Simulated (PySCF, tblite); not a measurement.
Species: C7H7ClO.
Atom-mapped SMILES: `[CH2:1]=[CH:2]/[CH:3]=[CH:4]\[C:5](=[C:6]=[O:7])[CH2:8][Cl:9]` (hydrogens: H10, H11 on C1; H12 on C2; H13 on C3; H14 on C4; H15, H16 on C8)

Computed with GFN2-xTB (tblite), gas phase: nudged elastic band of 9 images (0 to 8), spring 0.2 eV/Å², climbing image at the end, force threshold 0.05 eV/Å. No saddle search or frequency run followed, so the top image need not be a first-order saddle, and its height can exceed the method's true barrier by a kcal/mol or more.

Path: rotation about C5–C8 (outer carbon of cumulated double bonds, sp3 C–Cl carbon), followed by the dihedral C4–C5–C8–Cl9.

Image 0 (start, dihedral -76°):
```
atom  x, y, z in Å
C1      2.934    0.268   -1.203
C2      1.662    0.219   -0.813
C3      1.247   -0.153    0.512
C4     -0.017   -0.219    0.958
C5     -1.241    0.065    0.234
C6     -1.357    0.405   -1.028
O7     -1.590    0.748   -2.114
C8     -2.540   -0.132    0.966
Cl9    -2.943   -1.886    1.092
H10     3.738    0.026   -0.527
H11     3.214    0.548   -2.203
H12     0.876    0.466   -1.514
H13     2.042   -0.401    1.202
H14    -0.191   -0.520    1.981
H15    -2.462    0.235    1.988
H16    -3.378    0.340    0.456
```

Image 8 (end, 0.000 eV, dihedral 75°):
```
atom  x, y, z in Å
C1      2.945    0.359   -1.157
C2      1.667    0.269   -0.794
C3      1.194   -0.585    0.262
C4     -0.074   -0.694    0.685
C5     -1.247    0.014    0.206
C6     -1.282    0.983   -0.677
O7     -1.444    1.825   -1.462
C8     -2.565   -0.321    0.850
Cl9    -2.681    0.424    2.489
H10     3.713   -0.212   -0.661
H11     3.267    1.003   -1.956
H12     0.920    0.857   -1.310
H13     1.945   -1.193    0.749
H14    -0.297   -1.382    1.489
H15    -3.412    0.057    0.279
H16    -2.656   -1.396    0.997
```

Q: What do the inner images look like?

A: 
Image 1: +0.021 eV, dihedral -58°
```
atom  x, y, z in Å
C1      2.942    0.267   -1.191
C2      1.664    0.236   -0.816
C3      1.232   -0.202    0.483
C4     -0.033   -0.270    0.925
C5     -1.254    0.062    0.215
C6     -1.363    0.489   -1.018
O7     -1.577    0.902   -2.084
C8     -2.556   -0.139    0.947
Cl9    -2.736   -1.852    1.463
H10     3.731   -0.035   -0.522
H11     3.241    0.592   -2.171
H12     0.891    0.547   -1.505
H13     2.021   -0.504    1.158
H14    -0.212   -0.630    1.928
H15    -2.585    0.457    1.859
H16    -3.414    0.089    0.317
```

Image 2: +0.081 eV, dihedral -41°
```
atom  x, y, z in Å
C1      2.950    0.278   -1.187
C2      1.670    0.249   -0.818
C3      1.228   -0.255    0.454
C4     -0.037   -0.327    0.896
C5     -1.258    0.042    0.207
C6     -1.356    0.558   -0.992
O7     -1.556    1.043   -2.031
C8     -2.577   -0.159    0.927
Cl9    -2.615   -1.708    1.818
H10     3.730   -0.081   -0.536
H11     3.260    0.655   -2.145
H12     0.905    0.616   -1.487
H13     2.011   -0.608    1.111
H14    -0.214   -0.735    1.880
H15    -2.739    0.625    1.668
H16    -3.409   -0.185    0.223
```

Image 3: +0.154 eV, dihedral -23°
```
atom  x, y, z in Å
C1      2.959    0.293   -1.185
C2      1.679    0.263   -0.821
C3      1.228   -0.306    0.419
C4     -0.036   -0.393    0.863
C5     -1.260    0.025    0.212
C6     -1.349    0.622   -0.950
O7     -1.533    1.167   -1.963
C8     -2.600   -0.181    0.911
Cl9    -2.556   -1.472    2.134
H10     3.733   -0.115   -0.554
H11     3.280    0.720   -2.118
H12     0.921    0.680   -1.469
H13     2.006   -0.705    1.056
H14    -0.206   -0.852    1.825
H15    -2.905    0.727    1.435
H16    -3.369   -0.466    0.192
```

Image 4 (top): +0.194 eV, dihedral -3°
```
atom  x, y, z in Å
C1      2.966    0.310   -1.179
C2      1.684    0.277   -0.818
C3      1.225   -0.359    0.386
C4     -0.040   -0.464    0.825
C5     -1.260    0.025    0.221
C6     -1.340    0.689   -0.905
O7     -1.514    1.280   -1.893
C8     -2.613   -0.201    0.899
Cl9    -2.513   -1.156    2.391
H10     3.733   -0.141   -0.571
H11     3.294    0.783   -2.087
H12     0.932    0.737   -1.444
H13     1.999   -0.801    0.998
H14    -0.209   -0.983    1.756
H15    -3.064    0.753    1.177
H16    -3.288   -0.742    0.233
```

Image 5: +0.171 eV, dihedral 17°
```
atom  x, y, z in Å
C1      2.964    0.325   -1.169
C2      1.683    0.286   -0.807
C3      1.217   -0.412    0.358
C4     -0.051   -0.531    0.784
C5     -1.258    0.034    0.220
C6     -1.331    0.760   -0.867
O7     -1.503    1.394   -1.829
C8     -2.608   -0.222    0.886
Cl9    -2.470   -0.796    2.563
H10     3.727   -0.167   -0.587
H11     3.295    0.843   -2.051
H12     0.935    0.786   -1.407
H13     1.986   -0.897    0.945
H14    -0.232   -1.105    1.681
H15    -3.195    0.697    0.925
H16    -3.166   -0.988    0.343
```

Image 6: +0.103 eV, dihedral 36°
```
atom  x, y, z in Å
C1      2.957    0.337   -1.157
C2      1.677    0.291   -0.793
C3      1.206   -0.468    0.332
C4     -0.065   -0.591    0.746
C5     -1.257    0.035    0.208
C6     -1.320    0.830   -0.830
O7     -1.495    1.517   -1.754
C8     -2.593   -0.249    0.871
Cl9    -2.446   -0.403    2.644
H10     3.717   -0.196   -0.609
H11     3.289    0.902   -2.010
H12     0.932    0.834   -1.358
H13     1.968   -0.994    0.891
H14    -0.265   -1.208    1.609
H15    -3.298    0.562    0.688
H16    -3.014   -1.190    0.511
```

Image 7: +0.032 eV, dihedral 55°
```
atom  x, y, z in Å
C1      2.950    0.347   -1.151
C2      1.673    0.296   -0.779
C3      1.197   -0.523    0.302
C4     -0.075   -0.647    0.712
C5     -1.255    0.022    0.197
C6     -1.309    0.893   -0.779
O7     -1.485    1.640   -1.654
C8     -2.578   -0.281    0.859
Cl9    -2.494    0.011    2.629
H10     3.707   -0.230   -0.644
H11     3.282    0.962   -1.968
H12     0.933    0.885   -1.304
H13     1.954   -1.092    0.824
H14    -0.289   -1.303    1.543
H15    -3.371    0.357    0.472
H16    -2.847   -1.329    0.731
```

The largest changes of bonds and angles from start to top: C8–Cl9 1.805 → 1.775 Å, C5–C8 1.504 → 1.530 Å, C4–C5 1.451 → 1.447 Å, C8–H16 1.089 → 1.092 Å, C4–C5–C8 117.4 → 120.7°, C5–C8–Cl9 110.7 → 113.8°, C5–C8–H16 112.3 → 110.4°. GFN2-xTB torsional profiles can miss by a kcal/mol or more and can put conformers in the wrong order.

Q: What do single points at PBE0/pcSseg-1 (PySCF, no dispersion term) give on some images?

A: 
```json
{"image": "0", "GFN2-xTB E (eV)": "0.000", "DFT E (eV)": "0.000", "HOMO (eV)": "-6.20", "LUMO (eV)": "-1.60", "dipole (D)": "1.84"}
{"image": "2", "GFN2-xTB E (eV)": "0.081", "DFT E (eV)": "0.100", "HOMO (eV)": "-6.12", "LUMO (eV)": "-1.68", "dipole (D)": "1.03"}
{"image": "4", "GFN2-xTB E (eV)": "0.194", "DFT E (eV)": "0.255", "HOMO (eV)": "-5.98", "LUMO (eV)": "-1.78", "dipole (D)": "0.52"}
{"image": "6", "GFN2-xTB E (eV)": "0.103", "DFT E (eV)": "0.130", "HOMO (eV)": "-6.10", "LUMO (eV)": "-1.70", "dipole (D)": "0.92"}
{"image": "8", "GFN2-xTB E (eV)": "0.000", "DFT E (eV)": "-0.003", "HOMO (eV)": "-6.20", "LUMO (eV)": "-1.60", "dipole (D)": "1.84"}
```

Energies count from image 0 at each level. At the GFN2-xTB top the DFT energy is 5.9 kcal/mol against 4.5; the geometries weren't optimised at the DFT level.

What follows is the cost of the whole band run. Hardware: Arm Neoverse V2, one thread, no GPU, shared host with 96 logical CPUs at a one-minute load of 30. Cost: 3.0 s, 0.18 GiB resident at most.
